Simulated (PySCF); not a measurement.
Shieldings and the share of exact exchange

Molecule: `CBOC[SiH3]`, C2H9BOSi.

Numbering as in the mapped SMILES `[CH3:1][BH:2][O:3][CH2:4][SiH3:5]` (H(Xn): hydrogen on atom n).

GIAO shieldings (ppm, equivalent atoms averaged) in PySCF on the PBE0-D3(BJ)/def2-SVP geometry, basis pcSseg-1, gas phase, non-relativistic:

```csv
functional,exact exchange (%),σ(C4),σ(B2),σ(O3),σ(Si5)
BLYP,0,118.8,42.8,117.8,396.5
BP86,0,123.9,45.9,122.6,405.0
PBE,0,124.5,45.0,119.1,406.6
B3LYP,20,124.7,46.7,136.7,407.0
mPW1PW91,25,130.3,50.2,144.0,416.8
BHandHLYP,50,132.3,52.7,162.7,422.9
HF,100,144.2,64.8,202.6,451.6
```

Question: Fit each shielding as a line in the percentage of exact exchange.

Answer: σ(C4) = 122.4 + 0.22 x (rms 2.1 ppm); σ(B2) = 44.2 + 0.20 x (rms 1.3 ppm); σ(O3) = 120.5 + 0.83 x (rms 1.8 ppm); σ(Si5) = 401.8 + 0.48 x (rms 3.8 ppm). The functionals also differ in their semilocal parts, which the line can't hold; Hartree–Fock has no correlation at all.

Question: What does the line predict for PBE0 (25 %), and what does the run give?

Answer: σ(C4): 127.9 predicted, 131.2 computed; σ(B2): 49.2 predicted, 50.0 computed; σ(O3): 141.2 predicted, 142.7 computed; σ(Si5): 413.8 predicted, 419.2 computed ppm.
